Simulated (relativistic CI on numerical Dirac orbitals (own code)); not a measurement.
**Gd LIV: what numerical and physical settings do to a radial Dirac CI calculation**

Reference input:

```
atom Gd  Z=64  charge=53  electrons=11
nucleus A=158  rms_radius_fm=5.1569
hamiltonian dirac-coulomb  breit=on  qed=on  c_scale=1
orbitals kli  potential=per-configuration
slater_scale 1
correlation none
mixing on
grid step=0.0125 r_max=2.5
scf mixing=0.4 start=green max_iterations=150 tolerance=2e-08 node_fill=0.05
configurations
  [Ne] 3s
  [Ne] 3p
  [Ne] 3d
end
```

Computed lowest total energy -8215.98507 Ha, first excitation 1033359.7 cm⁻¹, 24 SCF steps. Runs with settings changed; * marks those that are bad on purpose (the QED terms keep the true α when c is scaled):

| Changed | Outcome | Lowest level | ΔE (Ha) | First excitation (cm⁻¹) | SCF steps | Message |
| --- | --- | --- | --- | --- | --- | --- |
| Breit term off | converged | 3s ²S1/2 | -8.2 | 1013287.5 | 24 |  |
| end of the grid at 3.75 bohr, grid step 0.008 | converged | 3s ²S1/2 | -6.75e-05 | 1033359.7 | 24 |  |
| speed of light × 10, Slater scale 1.2 | converged | 3s ²S1/2 | 395 | 888205.5 | 24 |  |
| grid step 0.03 | converged | 3s ²S1/2 | 0.000247 | 1033359.7 | 24 |  |
| end of the grid at 0.07 bohr * | not converged |  |  |  | 1 | SCF of 1s2 2s2 2p6 3s stopped: an orbital could not be found |
| configuration list: no such shell * | refused |  |  |  | 0 | configuration [Ne] 2d: l must be smaller than n |
